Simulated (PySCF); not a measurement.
PySCF 2.14 output of an unrestricted revPBE calculation on a single atom or ion in x2c-QZVPPall (13s8p7d4f2g, 118 functions), with scalar relativity by spin-free X2C-1e:

```
SCF conv_tol = 1e-09
number electrons alpha = 24  beta = 21
    Y. Zhang and W. Yang.,  Phys. Rev. Lett. 80, 890 (1998)
    J. P. Perdew, K. Burke, and M. Ernzerhof.,  Phys. Rev. Lett. 77, 3865 (1996)
    J. P. Perdew, K. Burke, and M. Ernzerhof.,  Phys. Rev. Lett. 78, 1396 (1997)
cycle= 1 E= -5044.74925528464  delta_E= -0.0249  |g|= 0.0463  |ddm|= 0.406
cycle= 2 E= -5044.74915988323  delta_E= 9.54e-05  |g|= 0.0463  |ddm|= 0.062
cycle= 3 E= -5044.74945543962  delta_E= -0.000296  |g|= 0.00691  |ddm|= 0.0267
cycle= 4 E= -5044.74946444886  delta_E= -9.01e-06  |g|= 0.000683  |ddm|= 0.00437
cycle= 5 E= -5044.74946455748  delta_E= -1.09e-07  |g|= 7.36e-05  |ddm|= 0.000475
cycle= 6 E= -5044.74946455891  delta_E= -1.43e-09  |g|= 7.66e-06  |ddm|= 9.01e-05
cycle= 7 E= -5044.74946455893  delta_E= -2e-11  |g|= 3.26e-07  |ddm|= 7.54e-06
converged SCF energy = -5044.74946455893  <S^2> = 3.7506966  2S+1 = 4.0003483
```

The run itself started from symmetry-adapted Hartree-Fock orbitals and held the occupation by maximum overlap, on a logarithmic radial grid, so the iterations belong to that start.

Question: Which element, charge and spin multiplicity is this?

Answer: Pd⁺ (palladium, charge +1), multiplicity 4; the state was [Kr] 4d8 5s1, high-spin 4F determinant (an excited configuration).
